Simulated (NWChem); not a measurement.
Species: MgF2; SMILES [F][Mg][F]

All runs: NWChem. Pople sets run with spherical d functions. Level B3LYP/6-31G*: optimisations from one semi-empirical or force-field start; each run changes one setting, and all end within 0.3 mHa of each other.

```tsv
setting	optimisation steps
redundant internal coordinates, default thresholds	5
loose thresholds	4
Cartesian coordinates	7
tight thresholds	8
no line search	9
```
